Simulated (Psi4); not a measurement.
A run for Psi4: SAPT0/jun-cc-pV(D+d)Z on FH4P (a complex), monomers drawn apart or pushed together.

```
memory 8100 MB

molecule dimer {
0 1
F    -1.44370064   -0.22894985   -0.24384746
H    -0.94647269   -0.05062702    0.53323070
--
0 1
P     0.14325502    0.34214843    2.23757354
H    -0.17406522   -0.27590990    3.46833220
H     1.52882278    0.07057864    2.30013949
H     0.23577550    1.65172744    2.76090090
units angstrom
symmetry c1
no_reorient
no_com
}

set {
  basis jun-cc-pV(D+d)Z
  scf_type df
  freeze_core true
}

energy('sapt0')
```

It printed:

```
[...]
==> Input File <==

--------------------------------------------------------------------------
memory 8100 MB

molecule dimer {
0 1
F    -1.44370064   -0.22894985   -0.24384746
H    -0.94647269   -0.05062702    0.53323070
--
0 1
P     0.14325502    0.34214843    2.23757354
H    -0.17406522   -0.27590990    3.46833220
H     1.52882278    0.07057864    2.30013949
H     0.23577550    1.65172744    2.76090090
units angstrom
symmetry c1
no_reorient
no_com
}

set {
  basis jun-cc-pV(D+d)Z
  scf_type df
  freeze_core true
}

energy('sapt0')
--------------------------------------------------------------------------


   => Loading Basis Set <=

    Name: JUN-CC-PV(D+D)Z
    Role: ORBITAL
    Keyword: BASIS
    atoms 1      entry F          line   290 file jun-cc-pv_dpd_z.gbs
    atoms 2, 4-6 entry H          line    60 file jun-cc-pv_dpd_z.gbs
    atoms 3      entry P          line   632 file jun-cc-pv_dpd_z.gbs

   => Loading Basis Set <=

    Name: JUN-CC-PV(D+D)Z
    Role: ORBITAL
    Keyword: BASIS
    atoms 1      entry F          line   290 file jun-cc-pv_dpd_z.gbs
    atoms 2, 4-6 entry H          line    60 file jun-cc-pv_dpd_z.gbs
    atoms 3      entry P          line   632 file jun-cc-pv_dpd_z.gbs


  //>>>>>>>>>>>>>>>>>>>>>>>>>>>>>>>>>>>//
  //              Dimer HF             //
  //<<<<<<<<<<<<<<<<<<<<<<<<<<<<<<<<<<<//

   => Libint2 <=

    Primary   basis highest AM E, G, H:  7, 6, 3
    Auxiliary basis highest AM E, G, H:  7, 7, 4
    Onebody   basis highest AM E, G, H:  -, -, -
    Solid Harmonics ordering:            Gaussian


   => Loading Basis Set <=

    Name: JUN-CC-PV(D+D)Z
    Role: ORBITAL
    Keyword: BASIS
    atoms 1      entry F          line   290 file jun-cc-pv_dpd_z.gbs
    atoms 2, 4-6 entry H          line    60 file jun-cc-pv_dpd_z.gbs
    atoms 3      entry P          line   632 file jun-cc-pv_dpd_z.gbs


         ---------------------------------------------------------
                                   SCF
               by Justin Turney, Rob Parrish, Andy Simmonett
                          and Daniel G. A. Smith
                              RHF Reference
                        4 Threads,   7724 MiB Core
         ---------------------------------------------------------

  ==> Geometry <==

    Molecular point group: c1
    Full point group: C1

    Geometry (in Angstrom), charge = 0, multiplicity = 1:

       Center              X                  Y                   Z               Mass
    ------------   -----------------  -----------------  -----------------  -----------------
         F           -1.443700640000    -0.228949850000    -0.243847460000    18.998403162730
         H           -0.946472690000    -0.050627020000     0.533230700000     1.007825032230
         P            0.143255020000     0.342148430000     2.237573540000    30.973761998420
         H           -0.174065220000    -0.275909900000     3.468332200000     1.007825032230
         H            1.528822780000     0.070578640000     2.300139490000     1.007825032230
         H            0.235775500000     1.651727440000     2.760900900000     1.007825032230

  Running in c1 symmetry.

  Rotational constants: A =      0.38746  B =      0.08809  C =      0.07315 [cm^-1]
  Rotational constants: A =  11615.73494  B =   2640.89432  C =   2192.94946 [MHz]
  Nuclear repulsion =   54.501442329570068

  Charge       = 0
  Multiplicity = 1
  Electrons    = 28
  Nalpha       = 14
  Nbeta        = 14

  ==> Algorithm <==

  SCF Algorithm Type is DF.
  DIIS enabled.
  MOM disabled.
  Fractional occupation disabled.
  Guess Type is SAD.
  Energy threshold   = 1.00e-08
  Density threshold  = 1.00e-08
  Integral threshold = 1.00e-12

  ==> Primary Basis <==

  Basis Set: JUN-CC-PV(D+D)Z
    Blend: JUN-CC-PV(D+D)Z
    Number of shells: 31
    Number of basis functions: 65
    Number of Cartesian functions: 68
    Spherical Harmonics?: true
    Max angular momentum: 2

   => Loading Basis Set <=

    Name: (JUN-CC-PV(D+D)Z AUX)
    Role: JKFIT
    Keyword: DF_BASIS_SCF
    atoms 1      entry F          line   314 file jun-cc-pvdz-jkfit.gbs
    atoms 2, 4-6 entry H          line    70 file jun-cc-pvdz-jkfit.gbs
    atoms 3      entry P          line   586 file jun-cc-pvdz-jkfit.gbs

  ==> Integral Setup <==

  DFHelper Memory: AOs need 0.011 GiB; user supplied 5.658 GiB.
  SCF_SUBTYPE=INCORE selected. In-core MEM_DF algorithm will be used.
  Using in-core AOs.

  ==> MemDFJK: Density-Fitted J/K Matrices <==

    J tasked:                   Yes
    K tasked:                   Yes
    wK tasked:                   No
    OpenMP threads:               4
    Algorithm:                 Core
    Schwarz Cutoff:           1E-12
    Mask sparsity (%):       0.3787
    Fitting Condition:        1E-10

   => Auxiliary Basis Set <=

  Basis Set: (JUN-CC-PV(D+D)Z AUX)
    Blend: JUN-CC-PVDZ-JKFIT
    Number of shells: 102
    Number of basis functions: 292
    Number of Cartesian functions: 331
    Spherical Harmonics?
[...]
 5.758517
      58A      5.758517    59A      6.036434    60A      6.036435
      61A      6.746301    62A      7.109472    63A      7.109483
      64A      7.996141    65A     42.881325

    Final Occupation by Irrep:
              A
    DOCC [     9 ]
    NA   [     9 ]
    NB   [     9 ]

  @DF-RHF Final Energy:  -342.47722539061556

   => Energetics <=

    Nuclear Repulsion Energy =             17.6072401818233146
    One-Electron Energy =                -508.3950115671114531
    Two-Electron Energy =                 148.3105459946725375
    Total Energy =                       -342.4772253906155584

Computation Completed


Properties will be evaluated at   0.000000,   0.000000,   0.000000 [a0]

Properties computed using the SCF density matrix


 Multipole Moments:

 ------------------------------------------------------------------------------------
     Multipole            Electronic (a.u.)      Nuclear  (a.u.)        Total (a.u.)
 ------------------------------------------------------------------------------------

 L = 1.  Multiply by 2.5417464519 to convert [e a0] to [Debye]
 Dipole X            :         -6.9076885            7.0663632            0.1586747
 Dipole Y            :        -12.3744051           12.4317951            0.0573899
 Dipole Z            :        -79.2958755           79.5441959            0.2483204
 Magnitude           :                                                    0.3002237

 ------------------------------------------------------------------------------------

  Constructing Basis Sets for SAPT...

   => Loading Basis Set <=

    Name: (JUN-CC-PV(D+D)Z AUX)
    Role: RIFIT
    Keyword: DF_BASIS_SAPT
    atoms 1      entry F          line   232 file jun-cc-pvdz-ri.gbs
    atoms 2, 4-6 entry H          line    30 file jun-cc-pvdz-ri.gbs
    atoms 3      entry P          line   432 file jun-cc-pvdz-ri.gbs

   => Loading Basis Set <=

    Name: (JUN-CC-PV(D+D)Z AUX)
    Role: JKFIT
    Keyword: DF_BASIS_ELST
    atoms 1      entry F          line   314 file jun-cc-pvdz-jkfit.gbs
    atoms 2, 4-6 entry H          line    70 file jun-cc-pvdz-jkfit.gbs
    atoms 3      entry P          line   586 file jun-cc-pvdz-jkfit.gbs


  //>>>>>>>>>>>>>>>>>>>>>>>>>>>>>>>>>>>//
  //               SAPT0               //
  //<<<<<<<<<<<<<<<<<<<<<<<<<<<<<<<<<<<//



        SAPT0
    Ed Hohenstein
     6 June 2009

      Orbital Information
  --------------------------
    NSO        =        65
    NMO        =        65
    NRI        =       206
    NRI (Elst) =       292
    NOCC A     =         5
    NOCC B     =         9
    FOCC A     =         1
    FOCC B     =         5
    NVIR A     =        60
    NVIR B     =        56

    Elst10,r            =    -0.020046197996 [Eh]
    Exch10              =     0.032149530901 [Eh]
    Exch10 (S^2)        =     0.031455923511 [Eh]

    Maxiter = 50
    CPHF R converge = 1.000000E-08

    Iter     Energy [mEh]          dE [mEh]         Residual      Time [s]
       1      -1.70288972       1.702889719     5.728877e-03             0
       2      -1.99055460       0.287664884     1.302517e-03             0
       3      -2.00132712       0.010772522     2.784729e-04             0
       4      -1.99838529      -0.002941839     7.297493e-05             0
       5      -1.99829097      -0.000094320     1.604498e-05             0
       6      -1.99845007       0.000159103     1.509903e-06             0
       7      -1.99843662      -0.000013452     1.475527e-07             0
       8      -1.99843751       0.000000889     1.225614e-08             0
       9      -1.99843746      -0.000000049     1.805103e-09             0

    CHF Iterations converged

    Maxiter = 50
    CPHF R converge = 1.000000E-08

    Iter     Energy [mEh]          dE [mEh]         Residual      Time [s]
       1     -16.82186191      16.821861906     2.240893e-02             0
       2     -21.21319284       4.391330938     6.676131e-03             0
       3     -21.40978495       0.196592109     1.174263e-03             0
       4     -21.31814154      -0.091643415     1.842515e-04             0
       5     -21.32319992       0.005058383     4.540183e-05             0
       6     -21.32402966       0.000829741     6.587550e-06             0
       7     -21.32378008      -0.000249585     1.630589e-06             0
       8     -21.32382046       0.000040386     1.426645e-07             0
       9     -21.32381844      -0.000002027     2.266490e-08             0
      10     -21.32381865       0.000000215     4.510817e-09             0

    CHF Iterations converged

    Ind20,r (A<-B)      =    -0.001998437456 [Eh]
    Ind20,r (B<-A)      =    -0.021323818651 [Eh]
    Ind20,r             =    -0.023322256108 [Eh]
    Exch-Ind20,r (A<-B) =     0.001582011798 [Eh]
    Exch-Ind20,r (B<-A) =     0.013552278180 [Eh]
    Exch-Ind20,r        =     0.015134289979 [Eh]
    Disp20              =    -0.005744580242 [Eh]
    Disp20 (SS)         =    -0.002872290121 [Eh]
    Disp20 (OS)         =    -0.002872290121 [Eh]
    Exch-Disp20         =     0.001372056891 [Eh]
    Exch-Disp20 (SS)    =     0.000838996879 [Eh]
    Exch-Disp20 (OS)    =     0.000533060012 [Eh]

    SAPT Results
  --------------------------------------------------------------------------------------------------------
    Electrostatics                -20.04619800 [mEh]     -12.57917916 [kcal/mol]     -52.63128559 [kJ/mol]
      Elst10,r                    -20.04619800 [mEh]     -12.57917916 [kcal/mol]     -52.63128559 [kJ/mol]

    Exchange                       32.14953090 [mEh]      20.17413522 [kcal/mol]      84.40858175 [kJ/mol]
      Exch10                       32.14953090 [mEh]      20.17413522 [kcal/mol]      84.40858175 [kJ/mol]
      Exch10(S^2)                  31.45592351 [mEh]      19.73889001 [kcal/mol]      82.58751580 [kJ/mol]

    Induction                     -13.50455975 [mEh]      -8.47423918 [kcal/mol]     -35.45621674 [kJ/mol]
      Ind20,r                     -23.32225611 [mEh]     -14.63493666 [kcal/mol]     -61.23257497 [kJ/mol]
      Exch-Ind20,r                 15.13428998 [mEh]       9.49691034 [kcal/mol]      39.73507286 [kJ/mol]
      delta HF,r (2)               -5.31659362 [mEh]      -3.33621287 [kcal/mol]     -13.95871463 [kJ/mol]

    Dispersion                     -4.37252335 [mEh]      -2.74379983 [kcal/mol]     -11.48005848 [kJ/mol]
      Disp20                       -5.74458024 [mEh]      -3.60477852 [kcal/mol]     -15.08239335 [kJ/mol]
      Exch-Disp20                   1.37205689 [mEh]       0.86097870 [kcal/mol]       3.60233487 [kJ/mol]
      Disp20 (SS)                  -2.87229012 [mEh]      -1.80238926 [kcal/mol]      -7.54119667 [kJ/mol]
      Disp20 (OS)                  -2.87229012 [mEh]      -1.80238926 [kcal/mol]      -7.54119667 [kJ/mol]
      Exch-Disp20 (SS)              0.83899688 [mEh]       0.52647849 [kcal/mol]       2.20278600 [kJ/mol]
      Exch-Disp20 (OS)              0.53306001 [mEh]       0.33450021 [kcal/mol]       1.39954887 [kJ/mol]

  Total HF                         -1.40122685 [mEh]      -0.87928312 [kcal/mol]      -3.67892058 [kJ/mol]
  Total SAPT0                      -5.77375020 [mEh]      -3.62308295 [kcal/mol]     -15.15897905 [kJ/mol]

  Special recipe for scaled SAPT0 (see Manual):
    Electrostatics sSAPT0         -20.04619800 [mEh]     -12.57917916 [kcal/mol]     -52.63128559 [kJ/mol]
    Exchange sSAPT0                32.14953090 [mEh]      20.17413522 [kcal/mol]      84.40858175 [kJ/mol]
    Induction sSAPT0              -12.48118278 [mEh]      -7.83206044 [kcal/mol]     -32.76934088 [kJ/mol]
    Dispersion sSAPT0              -4.27974520 [mEh]      -2.68558066 [kcal/mol]     -11.23646948 [kJ/mol]
  Total sSAPT0                     -4.65759508 [mEh]      -2.92268504 [kcal/mol]     -12.22851419 [kJ/mol]
  --------------------------------------------------------------------------------------------------------



*** Psi4 exiting successfully. Buy a developer a beer!
```

The run finished.

Cost: roughly 7 core-seconds.
